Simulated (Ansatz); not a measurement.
Compare A (`COBCN`) with its isomer B (`BNCOC`).

Computed with Ansatz on PBE0-D4/def2-TZVP structures; ΔE is electronic, products minus reactants. CBS: MP2 limit from def2 TZ/QZ plus the TZ coupled-cluster correction, frozen cores. Functionals use def2-TZVPP. B3LYP here is the variant with VWN-RPA as its local correlation; programs differ in this. One conformer a species, not always the lowest.

Task: Which isomer does CCSD(T)/CBS put lower? Give the gap. (Best estimate.)

Result: The calculation gave: A, by 10.9 kcal/mol.

Task: Give E(B) − E(A) in kcal/mol with B3LYP-D4, B3LYP, HF/def2-TZVPP, PBE0-D4, CCSD(T)/def2-TZVPP, ωB97M-V, B2PLYP. (An estimate is asked.)

Result: Ansatz gave: B3LYP-D4 9.9, B3LYP 10.2, HF/def2-TZVPP 10.2, PBE0-D4 10.2, CCSD(T)/def2-TZVPP 10.1, ωB97M-V 10.6, B2PLYP 10.2. None reverses the order clearly.

Largest T1 diagnostic: 0.012.
